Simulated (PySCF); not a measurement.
**Radial density of Be (beryllium, neutral)**

PW91, [He] 2s2, closed-shell 1S. Calculation: PySCF 2.14, in aug-cc-pCVTZ-DK; the spin-free X2C one-electron Hamiltonian (Gaussian nucleus).

```csv
r (bohr),4πr²ρ (e/bohr)
0.00547,0.01309
0.00920,0.03591
0.0155,0.09581
0.0260,0.2484
0.0438,0.6080
0.0736,1.355
0.124,2.576
0.208,3.778
0.350,3.639
0.589,1.807
0.991,0.5369
1.67,0.7444
2.80,0.6251
4.72,0.1185
7.93,0.003198
```

Densities and radii are taken from the X2C orbitals without a picture-change correction, which distorts them close to the nucleus.
